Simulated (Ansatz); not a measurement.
CoSi3 (the lowest doublet isomer of a short search) was relaxed with PBE-D4 (def2-SVP) in Ansatz in these states: neutral doublet, neutral quartet. The geometries follow in no particular order.

A:

```xyz
4

Co   -0.2808    0.7267    1.0369
Si   -0.1119    1.4759   -0.9712
Si    0.3132   -0.8105   -1.1565
Si    0.0795   -1.3921    1.0907
```

B:

| atom | x (Å) | y (Å) | z (Å) |
| --- | --- | --- | --- |
| Co1 | 0.4073 | -0.7543 | -0.7832 |
| Si2 | 1.7415 | 0.3634 | 0.4866 |
| Si3 | -0.4399 | 0.8146 | 0.8462 |
| Si4 | -1.7089 | -0.4237 | -0.5495 |

**Question.** Judge from the bond lengths which geometry belongs to which state (an estimate).

**Answer.** A is the neutral quartet (Co1–Si3 2.743 Å, Si3–Si4 2.333 Å, Si2–Si3 2.333 Å); B is the neutral doublet (Co1–Si3 2.415 Å, Si3–Si4 2.256 Å, Si2–Si3 2.256 Å).

At PBE-D4/def2-SVP the charge 0 doublet is spin-contaminated (final ⟨S²⟩ up to 0.83, 0.75 for a pure state). At PBE0-D4/def2-TZVP a doublet lies 0.47 eV below the neutral quartet. These are the stationary points nearest to one start from a short search; other shapes may lie lower in each state.
